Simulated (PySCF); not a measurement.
Methyl 3-methylbenzoate, C₉H₁₀O₂.
Numbering: `[CH3:1][O:2][C:3](=[O:4])[c:5]1[cH:6][cH:7][cH:8][c:9]([CH3:10])[cH:11]1` (hydrogens: H12, H13, H14 on C1; H15 on C6; H16 on C7; H17 on C8; H18, H19, H20 on C10; H21 on C11)

The same species was optimised twice, with GFN2-xTB and with PBE0-D3(BJ)/def2-SVP (PySCF), and the same property calculations (PySCF, gas phase) were run on both structures.

```tsv
coordinate	GFN2-xTB	PBE0-D3(BJ)/def2-SVP	change
C8–C9 (Å)	1.391	1.401	+0.010
C6–C7 (Å)	1.382	1.391	+0.009
C9–C11 (Å)	1.387	1.396	+0.009
C7–C8 (Å)	1.385	1.394	+0.009
C5–C6 (Å)	1.392	1.398	+0.006
C5–C11 (Å)	1.392	1.398	+0.006
C3–C5 (Å)	1.481	1.486	+0.005
O2–C3 (Å)	1.344	1.339	-0.005
C1–O2 (Å)	1.418	1.415	-0.003
C9–C10 (Å)	1.498	1.501	+0.003
C3=O4 (Å)	1.207	1.206	-0.001
C3–C5–C11 (°)	118.2	117.5	-0.7
C8–C9–C11 (°)	118.5	117.9	-0.6
C8–C9–C10 (°)	120.7	121.3	+0.6
C3–C5–C6 (°)	121.9	122.3	+0.4
C7–C8–C9 (°)	121.0	121.3	+0.3
C5–C11–C9 (°)	120.9	121.2	+0.3
C5–C6–C7 (°)	119.4	119.1	-0.3
C6–C5–C11 (°)	119.9	120.2	+0.3
C1–O2–C3–O4 (°)	0	0	0
O2–C3–C5–C6 (°)	0	1	+1
```

Rotational constants: A = 2613, B = 660.3, C = 530.6 MHz (GFN2-xTB) against A = 2579, B = 657.9, C = 527.7 MHz (PBE0-D3(BJ)/def2-SVP).

On the GFN2-xTB structure: HOMO (eV) -7.27 [PBE0/pcSseg-1]; LUMO (eV) -1.29 [PBE0/pcSseg-1]; dipole (D) 1.72 [PBE0/pcSseg-1]; GIAO shielding of C1 (ppm) 133.0 [PBE0/pcSseg-1]; GIAO shielding of O2 (ppm) 157.6 [PBE0/pcSseg-1]; GIAO shielding of C3 (ppm) 13.6 [PBE0/pcSseg-1]; GIAO shielding of O4 (ppm) -79.1 [PBE0/pcSseg-1]; GIAO shielding of C5 (ppm) 52.1 [PBE0/pcSseg-1]; GIAO shielding of C6 (ppm) 53.9 [PBE0/pcSseg-1]; GIAO shielding of C7 (ppm) 53.5 [PBE0/pcSseg-1]; GIAO shielding of C8 (ppm) 47.6 [PBE0/pcSseg-1].

Problem. What do these properties become on the PBE0-D3(BJ)/def2-SVP structure?

Solution. 
```
                                    property          level  on GFN2-xTB  on PBE0-D3(BJ)/def2-SVP  change
                                   HOMO (eV)  PBE0/pcSseg-1        -7.27                    -7.25   +0.02
                                   LUMO (eV)  PBE0/pcSseg-1        -1.29                    -1.29    0.00
                                  dipole (D)  PBE0/pcSseg-1         1.72                     1.68   -0.04
energy, GFN2-xTB geometry as zero (kcal/mol)  PBE0/pcSseg-1          0.0                     -0.1    -0.1
                  GIAO shielding of C1 (ppm)  PBE0/pcSseg-1        133.0                    132.2    -0.8
                  GIAO shielding of O2 (ppm)  PBE0/pcSseg-1        157.6                    159.0    +1.4
                  GIAO shielding of C3 (ppm)  PBE0/pcSseg-1         13.6                     14.3    +0.7
                  GIAO shielding of O4 (ppm)  PBE0/pcSseg-1        -79.1                    -76.1    +3.0
                  GIAO shielding of C5 (ppm)  PBE0/pcSseg-1         52.1                     50.8    -1.3
                  GIAO shielding of C6 (ppm)  PBE0/pcSseg-1         53.9                     52.0    -1.9
                  GIAO shielding of C7 (ppm)  PBE0/pcSseg-1         53.5                     51.4    -2.1
                  GIAO shielding of C8 (ppm)  PBE0/pcSseg-1         47.6                     45.3    -2.3
```

The heavy atoms differ by 0.020 Å rms after alignment. Among bonds between heavy atoms C6–C7, C7–C8, C8–C9 and C9–C11 change most and about equally (+0.009 to +0.010 Å). Changes are differences of the printed values. Neither structure is proved a minimum here.

Conformer computed: `[CH3:1][O:2][C:3](=[O:4])[c:5]1[cH:6][cH:7][cH:8][c:9]([CH3:10])[cH:11]1`: C1–O2–C3–O4 0°, O2–C3–C5–C6 1°.
